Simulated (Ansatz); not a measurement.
`N=C(O)[SiH3]` + H₂ → `N=C[SiH3]` + H₂O  (hydrogenolysis of a C–O bond)

Gas-phase electronic energies from Ansatz, PBE0-D4/def2-TZVP geometries. CCSD(T)/CBS adds triple-zeta CCSD(T) − MP2 to the extrapolated MP2 energy (def2 sets, frozen cores). This one scheme is used for every species. DFT in def2-TZVPP. One conformer a species, not always the lowest.

`N=C(O)[SiH3]`:

Cartesian coordinates in Å:
```
N -1.224 -0.464 -1.116
C -0.083 -0.284 -0.600
O 1.017 -0.677 -1.270
Si 0.321 0.504 1.082
H -1.969 -0.127 -0.516
H 0.711 -1.063 -2.105
H -0.973 0.896 1.692
H 1.019 -0.481 1.945
H 1.181 1.697 0.887
```

H₂:

```xyz
2

H     0.358    0.106   -0.006
H    -0.358   -0.106    0.006
```

`N=C[SiH3]`:

Cartesian coordinates in Å:
```
N 0.292 -0.442 -1.628
C -0.413 0.003 -0.672
Si 0.323 0.110 1.064
H -0.228 -0.445 -2.509
H -1.454 0.334 -0.819
H -0.506 -0.707 1.991
H 0.264 1.523 1.527
H 1.721 -0.377 1.046
```

H₂O:

```xyz
3

O    -0.149   -0.319   -0.166
H     0.209    0.456   -0.605
H    -0.060   -0.137    0.772
```

CCSD(T)/CBS gives -23.2 kJ/mol.

(1) Another level gave -9.2 kJ/mol. Which?
A. HF/def2-TZVPP
B. r2SCANh/def2-TZVPP
C. SCS-MP2/def2-TZVPP
D. r2SCAN0/def2-TZVPP

Largest T1 diagnostic among the species: 0.014.

## Answers

(1) D. r2SCAN0 -9.2, SCS-MP2/def2-TZVPP -20.7, HF/def2-TZVPP -31.6, r2SCANh -4.7 kJ/mol.

From PBE to PBE0 (25 % exact exchange), in def2-TZVPP and without D4, ΔE moves by −7.9 kJ/mol. At CCSD(T), def2-SVP lies +15.3 kJ/mol from the extrapolated value and def2-TZVPP +2.6 kJ/mol. Leaving LDA and LC-ωPBE aside and taking each functional with its dispersion term where it has one, the values, not all of them listed here, spread over 17.3 kJ/mol, from BHLYP-D4 to revPBE-D4. LDA lies +16.6 kJ/mol from PBE without D4.
